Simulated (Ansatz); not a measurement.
Total energies of Al$_{2}$H$_{4}$OSeSi, SMILES `[AlH2][Al]1[O][SiH2][Se]1`.

Z-matrix (Å, degrees):
```
Si
Se 1 2.305
Al 1 2.596 2 56.5
O 1 1.649 2 97.8 3 0.1
H 1 1.484 2 112.0 3 118.3
H 1 1.484 2 112.0 3 -118.0
Al 3 2.586 1 168.1 2 -178.2
H 7 1.587 3 119.6 1 -169.9
H 7 1.587 3 120.9 1 10.5
```

Total charge 0; spin multiplicity 1. Correlated methods include outer-core shells of Se, which these sets cover unevenly. Scalar relativity is left out up to krypton. Geometry: relaxed with PBE0-D4/def2-TZVP. Basis def2-TZVPP, Ansatz 0.2.0.

RPA on PBE orbitals: Hartree–Fock energy of these orbitals -3249.94353 Eh, correlation -1.26884 Eh (frozen core).

```
 functional  energy without D4 (Eh)  D4 term (kJ/mol)
LDA (SPW92)             -3246.49801                 –
        PBE             -3252.86683             -25.7
     revPBE             -3253.34056             -60.9
       BLYP             -3253.75773             -54.0
     B97M-V             -3253.08989                 –
       PBE0             -3253.02123             -22.1
      B3LYP             -3253.83707             -42.3
      BHLYP             -3253.69352             -39.8
    ωB97M-V             -3253.52388                 –
     B2PLYP             -3252.95742                 –
```

(1) Give the same for r2SCAN, r2SCANh, r2SCAN0, HSE06 (plane-wave form), CAM-B3LYP, LC-ωPBE, ωB97X-V, PBE-QIDH. (An estimate is asked.)

B3LYP takes the VWN-RPA correlation (the form of Gaussian; ORCA's B3LYP/G). HSE06 is the plane-wave form, built on full-range PBE exchange. The double hybrids freeze the cores in their second-order part.

## Answers

(1) Ansatz gave: 
| functional | energy without D4 (Eh) | D4 term (kJ/mol) |
| --- | --- | --- |
| r2SCAN | -3253.61048 | -5.8 |
| r2SCANh | -3253.59757 | -6.5 |
| r2SCAN0 | -3253.57972 | -7.3 |
| HSE06 (plane-wave form) | -3253.00226 | -21.1 |
| CAM-B3LYP | -3253.84929 | -23.3 |
| LC-ωPBE | -3253.09878 | – |
| ωB97X-V | -3253.36519 | – |
| PBE-QIDH | -3252.43494 | – |

LC-ωPBE has ω = 0.4 bohr⁻¹.
